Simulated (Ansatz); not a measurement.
C5H14O2Si, charge +1, doublet, geometry from GFN2-xTB (a state made from the parent by changing its charge; the spin is typed, not shown lowest). Base run: HF/STO-3G (Ansatz, a quantum-chemistry and plane-wave program).

Input for Ansatz:
Ansatz 0.2 input:
```yaml
crystal:
  periodic: [false, false, false]
  atoms:
    - {symbol: Si, position_ang: [-0.07034007, -0.46692107, 0.40875854]}
    - {symbol: C, position_ang: [-0.61302602, -1.95038314, -0.74377707]}
    - {symbol: O, position_ang: [-1.00321190, 0.79676918, 0.12855976]}
    - {symbol: C, position_ang: [-2.28898493, 1.30687439, 0.36180109]}
    - {symbol: C, position_ang: [-3.12653104, 0.46283763, 1.29526504]}
    - {symbol: O, position_ang: [1.45794344, -0.20060105, 0.04953381]}
    - {symbol: C, position_ang: [2.35617708, 0.69367005, -0.53632477]}
    - {symbol: C, position_ang: [3.44830266, -0.03606383, -1.28996880]}
    - {symbol: H, position_ang: [-0.01774519, -0.97938541, 1.77322163]}
    - {symbol: H, position_ang: [-0.72023187, -1.57524031, -1.75604878]}
    - {symbol: H, position_ang: [-1.55496523, -2.34817324, -0.38814646]}
    - {symbol: H, position_ang: [0.15417414, -2.71270128, -0.70155497]}
    - {symbol: H, position_ang: [-2.15230730, 2.31711684, 0.76924125]}
    - {symbol: H, position_ang: [-2.77826170, 1.41322442, -0.61508112]}
    - {symbol: H, position_ang: [-3.29201733, -0.52752380, 0.87706454]}
    - {symbol: H, position_ang: [-4.08968189, 0.93967479, 1.45101689]}
    - {symbol: H, position_ang: [-2.63094844, 0.35364887, 2.25806251]}
    - {symbol: H, position_ang: [1.81687508, 1.39740034, -1.18153583]}
    - {symbol: H, position_ang: [2.80029083, 1.28413498, 0.27996857]}
    - {symbol: H, position_ang: [3.02431077, -0.59883476, -2.11962525]}
    - {symbol: H, position_ang: [4.16673149, 0.67926440, -1.67821299]}
    - {symbol: H, position_ang: [3.96505903, -0.73666629, -0.63771100]}
basis:
  gaussian:
    orbitals: STO-3G
hamiltonian:
  xc: hf
total_charge: 1
magnetization: {spin_polarized: true, initial_magnetization: 1}
```

The base run was repeated with changes; each row names its change, and settings that it needs were set with it.

```
change                                    E (Eh)  SCF-reference <S^2>  core-seconds (rough)
------------------------------------  ----------  -------------------  --------------------
base                                  -628.31808                0.761                     6
functional = revpbe                   -630.75343                0.752                     7
functional = B2GP-PLYP                -629.99358                0.760                     7
functional = hse06                    -630.39176                0.755                     7
functional = cam_b3lyp                -630.67077                0.756                     8
functional = BHLYP                    -630.71446                0.760                     7
functional = r2scan                   -630.71926                0.754                    20
functional = PBE0-DH                  -630.28741                0.761                    10
functional = pbe0                     -630.41675                0.755                     6
functional = PBE-QIDH                 -629.94732                0.760                     7
functional = b3lyp                    -630.89350                0.754                     5
functional = wB97M-V                  -630.85688                0.755                    30
functional = blyp; dispersion = d3bj  -630.69490                0.752                     7
```

Total energies compare only within one method and basis.
